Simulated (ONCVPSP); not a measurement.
Which change was made? (Se, ONCV)

```
Element                 : Se
Generator               : ONCVPSP 4.0.1
Type                    : optimised norm-conserving Vanderbilt (ONCV)
Functional              : LDA (Perdew-Wang 92)
Relativity              : scalar-relativistic
Frozen core             : [Ne]
Valence charge          : 24
Reference configuration : 3s2 3p6 3d10 4s2 4p4
Partial waves           : 3s+4s: rc 1.00 bohr, ncon 5, nbas 9, qcut 11.9 1/bohr, 2 projectors; 3p+4p: rc 1.05 bohr, ncon 4, nbas 8, qcut 14.1 1/bohr, 2 projectors; 3d: rc 1.00 bohr, ncon 4, nbas 8, qcut 14.6 1/bohr, local
Local potential         : the d channel
Core correction         : none
```

Cutoffs, loose and tight: the cutoffs (Ha) at which the residual kinetic energy of the hardest occupied pseudo-wave falls to 1 and 0.1 mHa per electron. They do not see the model core or the augmentation charge, which bear on the density cutoff. Test errors are all-electron minus pseudo excitation energies from the reference, over the configurations 3s2 3p6 3d10 4s2 4p3; 3s2 3p6 3d10 4s2 4p2; 3s2 3p6 3d10 4s2 4p1; 3s2 3p6 3d10 4s2 4p0; variants that change the core or the reference have their own tests.

The base gives: outcome: generated; cutoff, loose: 95 Ha; cutoff, tight: 106 Ha; bound ghosts: s; GHOST(+) flags above zero: none; largest test error (meV): -23.

(1) After one change the result is: outcome: generated; cutoff, loose: 252 Ha; cutoff, tight: 381 Ha; bound ghosts: none; GHOST(+) flags above zero: none; largest test error (meV): -2.2. Which change was it?
A. s: qcut 7.7; p: qcut 9.1; d: qcut 9.4
B. s: qcut 10.6; p: qcut 12.5; d: qcut 12.9
C. s: qcut 8.8; p: qcut 10.5; d: qcut 10.9

Answers

(1) A. The others give: s: qcut 8.8; p: qcut 10.5; d: qcut 10.9 → outcome: generated; cutoff, loose: 232 Ha; cutoff, tight: 306 Ha; bound ghosts: s; GHOST(+) flags above zero: none; largest test error (meV): -66 | s: qcut 10.6; p: qcut 12.5; d: qcut 12.9 → outcome: generated; cutoff, loose: 100 Ha; cutoff, tight: 233 Ha; bound ghosts: s; GHOST(+) flags above zero: none; largest test error (meV): -29.
